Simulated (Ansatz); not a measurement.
Ansatz results at the PBE0-D4/def2-TZVP geometry: LUMO energy (B3LYP/def2-TZVPP) -0.17 eV; HOMO energy (ωB97M-V/def2-TZVPP) -7.55 eV; LUMO energy (PBE/def2-TZVPP) -0.74 eV.

Each molecule was computed in one conformer, which needn't be the lowest.

Question: Which molecule gave them?
A. `FC1[CH2][SnH2][CH2]1`
B. `NC1=C(O)[SiH2]N1`
C. `N=CC(=N)O[SiH3]`
D. `N=C1CC1=N`

Answer: B. The others give `N=C1CC1=N`: -2.51, -9.40, -3.26; `N=CC(=N)O[SiH3]`: -2.21, -10.62, -2.99; `FC1[CH2][SnH2][CH2]1`: -0.65, -9.64, -1.11.

B3LYP here is the variant with VWN-RPA as its local correlation; programs differ in this.
